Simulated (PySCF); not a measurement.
B2H3NSi, CH5BNSi, B2FHN, AlB2H3N (calculated)

Calculation on a computer-drawn molecule: the log of a Hartree-Fock and frozen-core CCSD(T) single point meant for a local Hartree-Fock minimum, with one planted fault or none, to be diagnosed. Offsets are logged minus clean, where the clean run is the same molecule without the fault. The reference is restricted for singlets and unrestricted otherwise, and also for a bond in bohr or an excited solution. Adding or removing an electron swaps singlet and doublet. The excited solution moves the top pair (singlet) or top alpha electron (doublet) to the lowest empty orbital. Highest occupied and lowest empty are orbital energies over both spins, largest force is the largest gradient component, triples share is (T) over the correlation energy, the T1 limit is 0.02 restricted and 0.045 unrestricted, electrons count all cores, a negative frequency is imaginary (commonest isotopes), and the dipole is about the centre of nuclear charge. Program: PySCF 2.14.0.

Common to all runs: logged SCF converged yes; possible faults no fault, one electron removed, one electron added, multiplicity raised by two, geometry at a saddle point, SCF held on an excited solution, minimal basis STO-3G, one bond length entered in bohr, all coordinates scaled.

(1) 
```xyz
7
formula=B2H3NSi meant_charge=0 meant_multiplicity=1 meant_basis=cc-pV(D+d)Z logged_electrons=34 logged_basis_functions=80 logged_spin_squared=0 logged_highest_occupied=-8.1177 logged_lowest_empty=0.85717 logged_largest_force=0.082318 logged_T1_diagnostic=0.016752 logged_D1_diagnostic=0.041895 logged_triples_share=0.033932 logged_CC_converged=yes logged_dipole_magnitude=2.2251 logged_SCF_stable_within_its_kind=yes logged_energy_HF=-394.44065 logged_energy_CCSD(T)=-394.88723 planted_fault=all_coordinates_scaled,by_-5.7_% HF_energy_offset_from_clean_run=17.08 CCSD(T)_energy_offset_from_clean_run=22.49
B     -4.1433    -0.1237     2.3210
N     -3.2675    -0.8615     2.0735
B     -2.2932    -1.7279     1.7973
Si    -2.6641    -3.6235     1.7443
H     -4.9657     0.5757     2.5534
H     -1.2525    -1.3261     1.5675
H     -2.2934    -3.8037     3.1171
```

Units: logged_highest_occupied, logged_lowest_empty in eV; logged_largest_force in hartree/bohr; logged_dipole_magnitude in debye; logged_energy_HF, logged_energy_CCSD(T) in hartree; HF_energy_offset_from_clean_run, CCSD(T)_energy_offset_from_clean_run in kcal/mol.

Drawn bonds:
```tsv
atom	other atom	order
1	2	2
2	3	1
3	4	1
1	5	1
3	6	1
4	7	1
```

(2) 
```xyz
7
formula=B2H3NSi meant_charge=0 meant_multiplicity=1 meant_basis=cc-pV(D+d)Z logged_electrons=34 logged_basis_functions=80 logged_spin_squared=0 logged_highest_occupied=-8.1832 logged_lowest_empty=0.73068 logged_largest_force=3.611e-05 logged_lowest_frequency=98.401 logged_T1_diagnostic=0.018025 logged_D1_diagnostic=0.042555 logged_triples_share=0.036505 logged_CC_converged=yes logged_dipole_magnitude=2.2255 logged_SCF_stable_within_its_kind=yes logged_energy_HF=-394.46787 logged_energy_CCSD(T)=-394.92308 planted_fault=no_fault HF_energy_offset_from_clean_run=0 CCSD(T)_energy_offset_from_clean_run=0
B     -4.3937    -0.1312     2.4613
N     -3.4650    -0.9136     2.1989
B     -2.4318    -1.8324     1.9060
Si    -2.8252    -3.8426     1.8497
H     -5.2659     0.6105     2.7078
H     -1.3283    -1.4062     1.6622
H     -2.4320    -4.0336     3.3055
```

Units: logged_highest_occupied, logged_lowest_empty in eV; logged_largest_force in hartree/bohr; logged_lowest_frequency in cm⁻¹; logged_dipole_magnitude in debye; logged_energy_HF, logged_energy_CCSD(T) in hartree; HF_energy_offset_from_clean_run, CCSD(T)_energy_offset_from_clean_run in kcal/mol.

Drawn bonds:
```tsv
atom	other atom	order
1	2	2
2	3	1
3	4	1
1	5	1
3	6	1
4	7	1
```

(3) 
```xyz
9
formula=CH5BNSi meant_charge=0 meant_multiplicity=2 meant_basis=cc-pV(D+d)Z logged_electrons=37 logged_basis_functions=90 logged_spin_squared=0.7536 logged_highest_occupied=-8.8403 logged_lowest_empty=1.6395 logged_largest_force=1.116e-05 logged_lowest_frequency=146.48 logged_T1_diagnostic=0.015006 logged_D1_diagnostic=0.039295 logged_triples_share=0.033372 logged_CC_converged=yes logged_dipole_magnitude=0.45827 logged_SCF_stable_within_its_kind=yes logged_energy_HF=-408.81002 logged_energy_CCSD(T)=-409.33844 planted_fault=no_fault HF_energy_offset_from_clean_run=0 CCSD(T)_energy_offset_from_clean_run=0
B     -0.9018     0.1145    -0.3689
N      0.1094    -0.5789    -0.3874
C      1.2579    -1.4047    -0.4273
Si     0.9956    -2.9352    -1.5333
H     -1.8657     0.7815    -0.3481
H      2.1219    -0.8422    -0.7930
H      1.5159    -1.7445     0.5814
H      2.2160    -3.7839    -1.5167
H     -0.1759    -3.7187    -1.0716
```

Units: logged_highest_occupied, logged_lowest_empty in eV; logged_largest_force in hartree/bohr; logged_lowest_frequency in cm⁻¹; logged_dipole_magnitude in debye; logged_energy_HF, logged_energy_CCSD(T) in hartree; HF_energy_offset_from_clean_run, CCSD(T)_energy_offset_from_clean_run in kcal/mol.

Drawn bonds:
```tsv
atom	other atom	order
1	2	2
2	3	1
3	4	1
1	5	1
3	6	1
3	7	1
4	8	1
4	9	1
```

(4) 
```xyz
9
formula=CH5BNSi meant_charge=0 meant_multiplicity=2 meant_basis=cc-pV(D+d)Z logged_electrons=38 logged_basis_functions=90 logged_spin_squared=0 logged_highest_occupied=-0.25556 logged_lowest_empty=8.3901 logged_largest_force=0.073412 logged_T1_diagnostic=0.015081 logged_D1_diagnostic=0.040528 logged_triples_share=0.034551 logged_CC_converged=yes logged_dipole_magnitude=6.157 logged_SCF_stable_within_its_kind=yes logged_energy_HF=-408.78234 logged_energy_CCSD(T)=-409.3469 planted_fault=one_electron_added HF_energy_offset_from_clean_run=17.37 CCSD(T)_energy_offset_from_clean_run=-5.31
B     -0.9018     0.1145    -0.3689
N      0.1094    -0.5789    -0.3874
C      1.2579    -1.4047    -0.4273
Si     0.9956    -2.9352    -1.5333
H     -1.8657     0.7815    -0.3481
H      2.1219    -0.8422    -0.7930
H      1.5159    -1.7445     0.5814
H      2.2160    -3.7839    -1.5167
H     -0.1759    -3.7187    -1.0716
```

Units: logged_highest_occupied, logged_lowest_empty in eV; logged_largest_force in hartree/bohr; logged_dipole_magnitude in debye; logged_energy_HF, logged_energy_CCSD(T) in hartree; HF_energy_offset_from_clean_run, CCSD(T)_energy_offset_from_clean_run in kcal/mol.

Drawn bonds:
```tsv
atom	other atom	order
1	2	2
2	3	1
3	4	1
1	5	1
3	6	1
3	7	1
4	8	1
4	9	1
```

(5) 
```xyz
5
formula=B2FHN meant_charge=1 meant_multiplicity=1 meant_basis=cc-pVDZ logged_electrons=25 logged_basis_functions=61 logged_spin_squared=0.7555 logged_highest_occupied=-29.655 logged_lowest_empty=-16.65 logged_largest_force=0.13069 logged_T1_diagnostic=0.021856 logged_D1_diagnostic=0.089427 logged_triples_share=0.025546 logged_CC_converged=yes logged_dipole_magnitude=7.8802 logged_SCF_stable_within_its_kind=yes logged_energy_HF=-203.00144 logged_energy_CCSD(T)=-203.44724 planted_fault=one_electron_removed HF_energy_offset_from_clean_run=418.5 CCSD(T)_energy_offset_from_clean_run=449
B     -0.7720     0.0214    -1.5633
N     -0.3421     1.0323    -0.9044
B      0.0898     2.0480    -0.2425
F      0.5066     3.0280     0.3962
H     -1.1642    -0.9008    -2.1644
```

Units: logged_highest_occupied, logged_lowest_empty in eV; logged_largest_force in hartree/bohr; logged_dipole_magnitude in debye; logged_energy_HF, logged_energy_CCSD(T) in hartree; HF_energy_offset_from_clean_run, CCSD(T)_energy_offset_from_clean_run in kcal/mol.

Drawn bonds:
```tsv
atom	other atom	order
1	2	2
2	3	1
3	4	1
1	5	1
```

(6) 
```xyz
5
formula=B2FHN meant_charge=1 meant_multiplicity=1 meant_basis=cc-pVDZ logged_electrons=26 logged_basis_functions=61 logged_spin_squared=0 logged_highest_occupied=-11.194 logged_lowest_empty=-13.624 logged_largest_force=0.20043 logged_CC_converged=no logged_dipole_magnitude=2.0458 logged_SCF_stable_within_its_kind=no logged_energy_HF=-202.98194 planted_fault=SCF_held_on_an_excited_solution HF_energy_offset_from_clean_run=430.7
B     -0.7720     0.0214    -1.5633
N     -0.3421     1.0323    -0.9044
B      0.0898     2.0480    -0.2425
F      0.5066     3.0280     0.3962
H     -1.1642    -0.9008    -2.1644
```

Units: logged_highest_occupied, logged_lowest_empty in eV; logged_largest_force in hartree/bohr; logged_dipole_magnitude in debye; logged_energy_HF in hartree; HF_energy_offset_from_clean_run in kcal/mol.

Drawn bonds:
```tsv
atom	other atom	order
1	2	2
2	3	1
3	4	1
1	5	1
```

Notes: CCSD not converged.

(7) 
```xyz
5
formula=B2FHN meant_charge=1 meant_multiplicity=1 meant_basis=cc-pVDZ logged_electrons=26 logged_basis_functions=61 logged_spin_squared=0 logged_highest_occupied=-20.304 logged_lowest_empty=-3.8503 logged_largest_force=0.017544 logged_T1_diagnostic=0.016104 logged_D1_diagnostic=0.034249 logged_triples_share=0.029579 logged_CC_converged=yes logged_dipole_magnitude=4.1034 logged_SCF_stable_within_its_kind=yes logged_energy_HF=-203.66702 logged_energy_CCSD(T)=-204.15887 planted_fault=all_coordinates_scaled,by_-1.3_% HF_energy_offset_from_clean_run=0.8096 CCSD(T)_energy_offset_from_clean_run=2.491
B     -0.7620     0.0211    -1.5429
N     -0.3377     1.0189    -0.8926
B      0.0886     2.0213    -0.2394
F      0.5000     2.9887     0.3910
H     -1.1491    -0.8890    -2.1362
```

Units: logged_highest_occupied, logged_lowest_empty in eV; logged_largest_force in hartree/bohr; logged_dipole_magnitude in debye; logged_energy_HF, logged_energy_CCSD(T) in hartree; HF_energy_offset_from_clean_run, CCSD(T)_energy_offset_from_clean_run in kcal/mol.

Drawn bonds:
```tsv
atom	other atom	order
1	2	2
2	3	1
3	4	1
1	5	1
```

(8) 
```xyz
7
formula=AlB2H3N meant_charge=1 meant_multiplicity=1 meant_basis=cc-pV(D+d)Z logged_electrons=32 logged_basis_functions=80 logged_spin_squared=0 logged_highest_occupied=-16.362 logged_lowest_empty=-4.4866 logged_largest_force=1.094e-05 logged_lowest_frequency=103.83 logged_T1_diagnostic=0.01482 logged_D1_diagnostic=0.03542 logged_triples_share=0.035767 logged_CC_converged=yes logged_dipole_magnitude=4.3065 logged_SCF_stable_within_its_kind=yes logged_energy_HF=-347.27262 logged_energy_CCSD(T)=-347.66082 planted_fault=no_fault HF_energy_offset_from_clean_run=0 CCSD(T)_energy_offset_from_clean_run=0
B     -2.2654     0.8421    -2.5528
N     -1.5379    -0.0663    -2.0232
B     -0.7972    -0.9928    -1.4832
Al     0.4630    -2.5695    -0.5644
H     -2.9301     1.6720    -3.0366
H     -0.2115    -3.2315     0.6717
H      1.8188    -2.7601    -1.3038
```

Units: logged_highest_occupied, logged_lowest_empty in eV; logged_largest_force in hartree/bohr; logged_lowest_frequency in cm⁻¹; logged_dipole_magnitude in debye; logged_energy_HF, logged_energy_CCSD(T) in hartree; HF_energy_offset_from_clean_run, CCSD(T)_energy_offset_from_clean_run in kcal/mol.

Drawn bonds:
```tsv
atom	other atom	order
1	2	2
2	3	1
3	4	1
1	5	1
4	6	1
4	7	1
```

(9) 
```xyz
7
formula=AlB2H3N meant_charge=1 meant_multiplicity=1 meant_basis=cc-pV(D+d)Z logged_electrons=33 logged_basis_functions=80 logged_spin_squared=0.8046 logged_highest_occupied=-5.8209 logged_lowest_empty=1.2501 logged_largest_force=0.053468 logged_T1_diagnostic=0.021349 logged_D1_diagnostic=0.067284 logged_triples_share=0.037188 logged_CC_converged=yes logged_dipole_magnitude=2.283 logged_SCF_stable_within_its_kind=yes logged_energy_HF=-347.4593 logged_energy_CCSD(T)=-347.87245 planted_fault=one_electron_added HF_energy_offset_from_clean_run=-117.1 CCSD(T)_energy_offset_from_clean_run=-132.8
B     -2.2654     0.8421    -2.5528
N     -1.5379    -0.0663    -2.0232
B     -0.7972    -0.9928    -1.4832
Al     0.4630    -2.5695    -0.5644
H     -2.9301     1.6720    -3.0366
H     -0.2115    -3.2315     0.6717
H      1.8188    -2.7601    -1.3038
```

Units: logged_highest_occupied, logged_lowest_empty in eV; logged_largest_force in hartree/bohr; logged_dipole_magnitude in debye; logged_energy_HF, logged_energy_CCSD(T) in hartree; HF_energy_offset_from_clean_run, CCSD(T)_energy_offset_from_clean_run in kcal/mol.

Drawn bonds:
```tsv
atom	other atom	order
1	2	2
2	3	1
3	4	1
1	5	1
4	6	1
4	7	1
```

(10) 
```xyz
7
formula=AlB2H3N meant_charge=1 meant_multiplicity=1 meant_basis=cc-pV(D+d)Z logged_electrons=32 logged_basis_functions=27 logged_spin_squared=0 logged_highest_occupied=-14.658 logged_lowest_empty=-0.89734 logged_largest_force=0.035839 logged_T1_diagnostic=0.017351 logged_D1_diagnostic=0.045933 logged_triples_share=0.049333 logged_CC_converged=yes logged_dipole_magnitude=3.0745 logged_SCF_stable_within_its_kind=yes logged_energy_HF=-343.10156 logged_energy_CCSD(T)=-343.30549
B     -2.2654     0.8421    -2.5528
N     -1.5379    -0.0663    -2.0232
B     -0.7972    -0.9928    -1.4832
Al     0.4630    -2.5695    -0.5644
H     -2.9301     1.6720    -3.0366
H     -0.2115    -3.2315     0.6717
H      1.8188    -2.7601    -1.3038
```

Units: logged_highest_occupied, logged_lowest_empty in eV; logged_largest_force in hartree/bohr; logged_dipole_magnitude in debye; logged_energy_HF, logged_energy_CCSD(T) in hartree.

Drawn bonds:
```tsv
atom	other atom	order
1	2	2
2	3	1
3	4	1
1	5	1
4	6	1
4	7	1
```

**Q.** Which fault was planted in the run of AlB2H3N (entry 10)?
**A.** minimal basis STO-3G

Further results for AlB2H3N (entry 10):

- HF energy offset from clean run: 2617 kcal/mol
- CCSD(T) energy offset from clean run: 2733 kcal/mol
